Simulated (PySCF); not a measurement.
silacyclobutane (C₃H₈Si), SMILES C1[SiH2]CC1.

The structure is a stationary point at B3LYP-D3(BJ)/def2-SVP.

These are PBE/def2-TZVP in PySCF values and carry that method's errors.

Symmetry labels are those of the subgroup Cs that the program uses (full group Cs).

Computed valence orbital energies around the gap with their symmetry:
| orbital | symmetry | energy (eV) |
|---|---|---|
| HOMO−7 | A' | -11.22 |
| HOMO−6 | A' | -10.68 |
| HOMO−5 | A" | -9.41 |
| HOMO−4 | A' | -8.41 |
| HOMO−3 | A" | -8.31 |
| HOMO−2 | A' | -7.63 |
| HOMO−1 | A" | -6.90 |
| HOMO | A' | -6.61 |
| LUMO | A" | -0.44 |
| LUMO+1 | A' | 0.20 |
| LUMO+2 | A' | 0.66 |
| LUMO+3 | A' | 1.17 |
